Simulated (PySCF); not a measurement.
Compound: (F2In-mu-OH)2.
Bonds: In1–F2, In1–F3, In1–O4, In1–O8, O4–In5, In5–F6, In5–F7, In5–O8. Hydrogens: H9 on O4; H10 on O8.

Level of theory: PySCF 2.14.0, PBE0-D3(BJ)/def2-SVP geometry optimisation, gas phase, def2 core potentials past Kr.

(1) What internal coordinates does the optimisation give?

Results:

(1) 
```tsv
bond	length (pm)
In1–F2 and 3 like bonds	194.4
In1–O4 and 3 like bonds	212.4
O4–H9, O8–H10	96.4
```

Bonds in one row agree within 1 pm and their mean is given. A selection of angles:
```tsv
angle	degrees
F2–In1–F3	124.2
F2–In1–O4	111.4
F2–In1–O8	113.0
F3–In1–O8	109.5
O4–In1–O8	77.3
In1–O4–In5	102.5
In1–O4–H9	123.3
In1–O8–In5	102.6
In5–O8–H10	122.5
H9–O4–In5	122.6
H10–O8–In1	122.7
```

Dihedral angles: F2–In1–O4–In5 115° (anticlinal); F2–In1–O8–In5 -113° (anticlinal); In1–O4–In5–F6 104° (anticlinal); O4–In5–O8–In1 5° (synperiplanar).

In1 (indium bonded to 2 F and 2 O) has angles from 77.3° to 124.2°. O4 (oxygen bonded to 2 In and H) has angles 123.3°, 122.6° and 102.5°, sum 348.3°, 0.29 Å off the plane of its three neighbours. All 4 In–O bonds measure 2.122 to 2.125 Å.

Point group: near C2v, missed by 0.12 Å at most; the miss may be what the optimiser left on a soft mode (C2 holds within 0.08 Å). PBE0-D3(BJ)/def2-SVP frequencies: not computed here. One conformer, not necessarily the lowest.
